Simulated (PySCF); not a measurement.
**Nuclear quadrupole coupling in `BPBOC`**

Species: CH₇B₂OP.
Z-matrix (Å and degrees, PBE0-D3(BJ)/def2-SVP geometry), rows numbered from 1:
```
B 
P   1  1.8221
B   2  1.8846  1  118.28
O   3  1.3402  2  119.61  1  -152.31
C   4  1.4064  3  123.39  2  -178.41
H   1  1.2052  2  120.30  3   156.62
H   1  1.2062  2  117.31  3   -28.50
H   2  1.4126  1  115.67  3  -138.04
H   3  1.2122  2  118.03  1    29.76
H   5  1.1020  4  111.64  3    -0.49
H   5  1.1005  4  109.18  3  -121.33
H   5  1.1006  4  109.21  3   120.37
```

Field gradients from the PBE0/pcSseg-1 density (PySCF, non-relativistic), principal values in atomic units, ordered |Vxx| ≤ |Vyy| ≤ |Vzz|:

| atom | Vxx | Vyy | Vzz |
| --- | --- | --- | --- |
| B1 | -0.1819 | -0.3012 | 0.4831 |
| B3 | -0.1452 | -0.2222 | 0.3674 |
| O4 | -0.6018 | -0.9334 | 1.5352 |

Question: Find the asymmetry η = (Vxx − Vyy)/Vzz and the couplings χ = eQV/h (234.96 MHz × Q in barn × V in au), with Q(11B) = 0.04059 b, Q(17O) = −0.0256 b.

Answer: 
| atom | environment | nucleus | η | χzz (MHz) | χxx (MHz) | χyy (MHz) |
| --- | --- | --- | --- | --- | --- | --- |
| B1 | three-coordinate boron | 11B | 0.25 | 4.608 | -1.735 | -2.873 |
| B3 | three-coordinate boron | 11B | 0.21 | 3.504 | -1.385 | -2.119 |
| O4 | boron-bound oxygen | 17O | 0.22 | -9.23 | 3.62 | 5.61 |

The tensor is traceless: Vxx + Vyy + Vzz = 0.

Question: What is Vzz at B1 in SI units (1 au = 9.71736 × 10²¹ V/m²)?

Answer: 0.4831 au = 4.695 × 10²¹ V/m².

Question: And the gradient at the other heavy atoms, for which no coupling is worked out here?

Answer: 
```json
{"atom": "P2", "environment": "three-coordinate phosphorus", "Vzz (au)": "0.731", "η": "0.27"}
{"atom": "C5", "environment": "methoxy carbon", "Vzz (au)": "0.447", "η": "0.00"}
```

Were the hydrogens deuterons (Q(2H) = 0.00286 b), χzz would run from 125 kHz (H8) to 190 kHz (H11 and H12).

The structure is a single PBE0-D3(BJ)/def2-SVP conformer in the gas phase; no vibrational or solvent corrections. A larger basis could move these couplings by a tenth or more.
